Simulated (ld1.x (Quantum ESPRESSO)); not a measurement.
Sc: PAW pseudisation with BP86, scalar-relativistic reference atom.

ld1.x (Quantum ESPRESSO) 7.5 input, shortened:

```
&input
   title='Sc', zed=21., rel=1, dft='BP', iswitch=3,
   config='[Ar] 3d1 4s2 4p0'
 /
 &inputp
   pseudotype=3, lpaw=.true., tm=.true., lloc=-1, rcloc=1.65,
   nlcc=.true., rcore=1.15,
   which_augfun='PSQ', rmatch_augfun_nc=.true.
 /
6
4S  1  0   2.00   0.00  3.25  3.40  0.0
4S  1  0   0.00   2.50  3.25  3.40  0.0
3P  2  1   6.00   0.00  1.70  1.95  0.0
4P  3  1   0.00   0.00  1.70  1.95  0.0
3D  3  2   1.00   0.00  2.40  2.55  0.0
3D  3  2   0.00   0.55  2.40  2.55  0.0
 &test
   configts(1)='3p6 3d1 4s2 4p0'
 /
```

All-electron outer shells of the reference configuration (BP86, scalar-relativistic, ld1.x):

| shell | level (eV) | outermost node (bohr) | outermost maximum (bohr) |
| --- | --- | --- | --- |
| 2p | -388.53 | – | 0.23 |
| 3s | -55.10 | 0.42 | 0.92 |
| 3p | -33.69 | 0.39 | 0.97 |
| 4s | -4.31 | 1.33 | 3.10 |
| 3d | -3.36 | – | 1.10 |
| 4p | -1.55 | 1.49 | 4.03 |

Results:

```
Ghost test                                : ghost state, extra bound levels that the all-electron valence spectrum of the same l lacks: s at -48.1 eV (p not tested); a true bound ghost makes a file unfit for plane-wave use (spherical-Bessel basis up to 400 Ry, 20 bohr box)
Largest excitation error                  : -104 meV (all-electron minus pseudo) for 3p5 3d1 4s2 4p0, out of 7 test configurations
Lowest eigenvalue of the overlap operator : -0.17 (p channel); it is negative, so in a basis up to 400 Ry S is not positive definite and the file is unfit for use
Density cutoff estimated by the generator : 111 Ry
```

Note: ghost state, extra bound levels that the all-electron valence spectrum of the same l lacks: s at -48.1 eV (p not tested). A true bound ghost makes a file unfit for plane-wave use. Its overlap operator is not positive definite in a basis up to 400 Ry (lowest eigenvalue p -0.17), so the file is unfit for use: the generalised eigenproblem breaks down once the basis is large enough, and its test numbers describe a broken file.

Generation and tests took about 2.3 s on one core of a shared server CPU.
